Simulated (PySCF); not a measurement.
An equivalent PySCF input for Ar²⁺ (argon, charge +2), [Ne] 3s2 3p4, high-spin 3P determinant, with the non-relativistic Hamiltonian (point nucleus):

```python
from pyscf import gto, scf, dft, mp, cc
import basis_set_exchange as bse
mol = gto.M(atom="Ar 0 0 0", charge=2, spin=2, symmetry="D2h",
            basis=gto.basis.parse(bse.get_basis("aug-cc-pV(D+d)Z", elements=["Ar"], fmt="nwchem", header=False)))
mf = dft.UKS(mol, xc="B3LYP")
mf.irrep_nelec = {'Ag': (3, 3), 'B1u': (2, 1), 'B2u': (2, 2), 'B3u': (2, 1)}
mf.kernel()
```

It reaches the same state as the run whose output follows, with an energy that differs only through the grid. The run itself started from symmetry-adapted Hartree-Fock orbitals and held the occupation by maximum overlap, on a logarithmic radial grid, so the iterations belong to that start.

```
SCF conv_tol = 1e-09
number electrons alpha = 9  beta = 7
XC functionals = B3LYP
    P. J. Stephens, F. J. Devlin, C. F. Chabalowski, and M. J. Frisch.,  J. Phys. Chem. 98, 11623 (1994)
cycle= 1 E= -525.942994960881  delta_E= -0.00369  |g|= 0.00771  |ddm|= 0.183
cycle= 2 E= -525.943029260958  delta_E= -3.43e-05  |g|= 0.00133  |ddm|= 0.0185
cycle= 3 E= -525.943030236437  delta_E= -9.75e-07  |g|= 0.000374  |ddm|= 0.00513
cycle= 4 E= -525.943030297661  delta_E= -6.12e-08  |g|= 1.52e-05  |ddm|= 0.0013
cycle= 5 E= -525.943030297814  delta_E= -1.54e-10  |g|= 7.31e-07  |ddm|= 4.76e-05
converged SCF energy = -525.943030297814  <S^2> = 2.0023873  2S+1 = 3.0015911
```
